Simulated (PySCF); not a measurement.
A calculated (LDA, PySCF 2.14, x2c-TZVPPall, scalar relativity by spin-free X2C-1e) atom or ion has these occupied shells.

```csv
shell,electrons,orbital energy (eV),"rms radius, mean of both spins (bohr)"
1s α,1,-116.36,0.493
1s β,1,-115.86,0.493
2s α,1,-14.293,2.46
```

Question: Name the element and its charge.

Answer: Be⁺ (beryllium, charge +1), in [He] 2s1, 2S determinant.
